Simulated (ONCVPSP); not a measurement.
Br (Z = 35): variants of one ONCV potential

Base potential:

```json
{"Element": "Br", "Generator": "ONCVPSP 4.0.1", "Type": "optimised norm-conserving Vanderbilt (ONCV)", "Functional": "PBEsol", "Relativity": "scalar-relativistic", "Frozen core": "[Ar] 3d10", "Valence charge": "7", "Reference configuration": "4s2 4p5", "Partial waves": "4s: rc 1.50 bohr, ncon 3, nbas 6, qcut 3.7 1/bohr, 2 projectors, debl 1.6 Ha; 4p: rc 1.50 bohr, ncon 4, nbas 9, qcut 5.3 1/bohr, local", "Local potential": "the p channel", "Core correction": "Teter function, fcfact 4.5, rcfact 1.7"}
```

All-electron outer shells of the reference configuration (PBEsol, scalar-relativistic, ld1.x):

```
shell  level (eV)  outermost node (bohr)  outermost maximum (bohr)
   3p     -173.26                   0.21                      0.48
   3d      -66.71                      –                      0.43
   4s      -20.13                   0.67                      1.41
   4p       -7.85                   0.70                      1.66
```

Cutoffs, loose and tight: the cutoffs (Ha) at which the residual kinetic energy of the hardest occupied pseudo-wave falls to 1 and 0.1 mHa per electron. They do not see the model core or the augmentation charge, which bear on the density cutoff. Test errors are all-electron minus pseudo excitation energies from the reference, over the configurations 4s2 4p4; 4s2 4p3; 4s2 4p2; 4s2 4p1. A dash means not determined; rows that change the core or the reference have their own tests.

A true bound ghost makes a file unfit for plane-wave use even where its test errors are small: the radial tests pick states by their node count and pass the ghost by.

```json
{"change": "base", "outcome": "generated", "cutoff, loose": "36 Ha", "cutoff, tight": "62 Ha", "bound ghosts": "none", "GHOST(+) flags above zero": "s", "largest test error (meV)": "-667"}
{"change": "s: qcut 2.2", "outcome": "generated", "cutoff, loose": "41 Ha", "cutoff, tight": "85 Ha", "bound ghosts": "s", "GHOST(+) flags above zero": "s", "largest test error (meV)": "-656"}
{"change": "s: qcut 2.8", "outcome": "generated", "cutoff, loose": "40 Ha", "cutoff, tight": "83 Ha", "bound ghosts": "s", "GHOST(+) flags above zero": "s", "largest test error (meV)": "-659"}
{"change": "s: qcut 3.4", "outcome": "generated", "cutoff, loose": "38 Ha", "cutoff, tight": "66 Ha", "bound ghosts": "s", "GHOST(+) flags above zero": "s", "largest test error (meV)": "-661"}
{"change": "s: qcut 3.8", "outcome": "generated", "cutoff, loose": "36 Ha", "cutoff, tight": "61 Ha", "bound ghosts": "none", "GHOST(+) flags above zero": "s", "largest test error (meV)": "-667"}
{"change": "s: qcut 4.4", "outcome": "generated", "cutoff, loose": "20 Ha", "cutoff, tight": "43 Ha", "bound ghosts": "none", "GHOST(+) flags above zero": "none", "largest test error (meV)": "-675"}
{"change": "s: qcut 5", "outcome": "generated", "cutoff, loose": "12 Ha", "cutoff, tight": "36 Ha", "bound ghosts": "none", "GHOST(+) flags above zero": "none", "largest test error (meV)": "-672"}
{"change": "s: qcut 5.4", "outcome": "generated", "cutoff, loose": "13 Ha", "cutoff, tight": "25 Ha", "bound ghosts": "none", "GHOST(+) flags above zero": "none", "largest test error (meV)": "-675"}
```

Reading the sweep of the qcut of the s channel (base included, trends over the rows without a ghost): The loose cutoff is not monotonic: lowest 12 Ha at 5 1/bohr, highest 36 Ha at 3.7 1/bohr. The median size of the test errors (rows with all tests solved) stays near 158.9 meV. Bound ghosts are found at 2.2, 2.8, 3.4 1/bohr.
